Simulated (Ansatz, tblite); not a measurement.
Removing and adding an electron: `C[Si](C)(C)C#Cc1ccc(-c2ccc(-c3ccc(C#C[Si](C)(C)C)nc3)nc2)nc1`. Total charge 0; singlet. Geometry: r2SCAN-D4/def2-SVP. Ansatz, gas phase; energy differences of separate SCF runs; the oxidised species was run as a doublet alone; the reduced species was run as a doublet alone.

```xyz
57

C    10.761    1.458    0.073
Si   10.058   -0.167   -0.556
C    10.515   -0.430   -2.359
C    10.663   -1.602    0.495
C     8.218   -0.087   -0.431
C     6.992   -0.025   -0.358
C     5.578    0.037   -0.277
C     4.868    1.248   -0.414
C     3.483    1.242   -0.329
C     2.805    0.025   -0.109
C     1.334   -0.062   -0.015
C     0.709   -1.292    0.260
C    -0.674   -1.361    0.344
C    -1.440   -0.193    0.148
C    -2.915   -0.187    0.216
C    -3.687   -1.348    0.402
C    -5.071   -1.252    0.454
C    -5.672    0.017    0.317
C    -7.095    0.144    0.363
C    -8.319    0.224    0.407
Si  -10.155    0.407    0.464
C   -10.591    1.484    1.941
C   -10.922   -1.299    0.641
C   -10.713    1.220   -1.135
N    -4.946    1.140    0.138
C    -3.624    1.029    0.091
N    -0.844    0.986   -0.114
C     0.478    1.045   -0.190
N     3.483   -1.131    0.027
C     4.804   -1.128   -0.052
H    11.863    1.455    0.013
H    10.392    2.309   -0.522
H    10.479    1.634    1.123
H    10.143    0.394   -2.989
H    10.086   -1.368   -2.746
H    11.610   -0.482   -2.480
H    10.235   -2.556    0.149
H    10.380   -1.469    1.551
H    11.761   -1.685    0.446
H     5.414    2.180   -0.584
H     2.935    2.181   -0.432
H     1.337   -2.175    0.404
H    -1.152   -2.318    0.564
H    -3.216   -2.330    0.501
H    -5.696   -2.137    0.596
H   -10.248    1.026    2.882
H   -10.121    2.477    1.858
H   -11.683    1.627    2.010
H   -12.022   -1.231    0.678
H   -10.582   -1.795    1.564
H   -10.652   -1.947   -0.209
H   -11.807    1.357   -1.143
H   -10.244    2.209   -1.260
H   -10.441    0.607   -2.009
H    -3.051    1.951   -0.057
H     0.888    2.038   -0.412
H     5.313   -2.093    0.064
```

The xTB rows come from tblite. Single mean-field runs in def2-TZVP are fitted with def2-universal-jkfit.

| level | −HOMO (eV) | vertical IE (eV) | −LUMO (eV) | vertical EA (eV) | HOMO–LUMO gap (eV) | IE − EA (eV) |
| --- | --- | --- | --- | --- | --- | --- |
| GFN1-xTB | 11.18 | 12.53 | 8.79 | 7.20 | 2.39 | 5.33 |
| GFN2-xTB | 9.79 | 11.49 | 7.91 | 6.24 | 1.88 | 5.25 |
| PBE-D4/def2-TZVP | 5.53 | 7.05 | 3.10 | 1.62 | 2.43 | 5.43 |
| PBE0-D4/def2-TZVP | 6.34 | 7.39 | 2.43 | 1.45 | 3.90 | 5.95 |

 Raw xTB energy differences between charge states are shifted by several eV; the methods need an empirical correction for them. Sets without diffuse functions give affinities that are too small.
